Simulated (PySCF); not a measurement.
PySCF calculation with GFN2-xTB geometry and NMR shieldings at PBE0/pcSseg-1/GIAO; isolated molecule, relativity neglected, one computed conformer, fast rotation and ring inversion assumed for equivalent nuclei.

δ = σ(ref) − σ, references computed at the same level: TMS for ¹H (31.72 ppm) and ¹³C (186.93 ppm). Shifts are as computed. Against solution values, carbons near 30 ppm lie about +3 ppm off and those near 130 ppm about +5 ppm. Of 1211 compounds with measured shifts, 218 miss one by over three times the rms of a fit or turn the order of signals round; such compounds aren't used in these exercises.

Problem. Order these molecules by the shift of their most shielded carbon, lowest δ first.
A. C/C=C(\O[SiH3])C(C)(C)[SiH3]
B. CC(=O)c1cnncn1
C. Cc1cc(C=O)nnn1
D. C#CC1=CC(=C)C=C1

Solution. A (14.5 ppm, allylic methyl carbon), C (24.8 ppm, methyl carbon on an aromatic ring), B (28.9 ppm, methyl carbon α to a carbonyl), D (85.3 ppm, alkyne carbon).

Problem. Order these molecules by the shift of their most deshielded carbon, lowest δ first.
A. Cc1cc(C=O)nnn1
B. C#CC1=CC(=C)C=C1
C. CC(=O)c1cnncn1
D. C/C=C(\O[SiH3])C(C)(C)[SiH3]

Solution. B (159.7 ppm, fully substituted alkene carbon), D (169.5 ppm, alkene carbon bearing oxygen), A (202.7 ppm, aldehyde carbonyl carbon), C (210.0 ppm, ketone carbonyl carbon).

Problem. How many ¹³C and ¹H signals does each give (equivalence by symmetry and fast rotation, but not about amide C–N or C=N bonds)? `Cc1cc(C=O)nnn1`, `C#CC1=CC(=C)C=C1`, `CO[C@H]1C=NCCC1`, `C/C=C(\O[SiH3])C(C)(C)[SiH3]`, `CC(=O)c1cnncn1`

Solution. Cc1cc(C=O)nnn1: 5 C, 3 H; C#CC1=CC(=C)C=C1: 8 C, 6 H; CO[C@H]1C=NCCC1: 6 C, 9 H; C/C=C(\O[SiH3])C(C)(C)[SiH3]: 5 C, 5 H; CC(=O)c1cnncn1: 5 C, 3 H.
